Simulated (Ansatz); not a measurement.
Frontier orbitals of `C[Se][Ga]([Se]C)[Se]C`.

Charge 0, multiplicity 1. Correlated methods include outer-core shells of Ga, Se, which these sets cover unevenly. Scalar relativity is left out up to krypton. The structure was optimised at the PBE0-D4/def2-TZVP level. It is one conformer, not always the lowest. Basis def2-TZVPP, Ansatz 0.2.0.

| functional | HOMO (eV) | LUMO (eV) | gap (eV) |
| --- | --- | --- | --- |
| LDA (SPW92) | -5.64 | -1.83 | 3.81 |
| PBE | -5.49 | -1.54 | 3.95 |
| revPBE | -5.43 | -1.42 | 4.01 |
| BLYP | -5.31 | -1.48 | 3.83 |
| PBE0 | -6.60 | -0.75 | 5.85 |
| B3LYP | -6.36 | -0.99 | 5.37 |
| ωB97M-V | -8.73 | 0.89 | 9.62 |

Against PBE, PBE0 changes HOMO and LUMO by −1.11 and +0.78 eV, ωB97M-V by −3.24 and +2.43 eV. A gap of 3.95 eV thus becomes 9.62 eV for the same molecule, so an orbital gap means little without its functional. A positive LUMO is unbound and depends on the basis.

B3LYP here is the variant with VWN-RPA as its local correlation; programs differ in this.
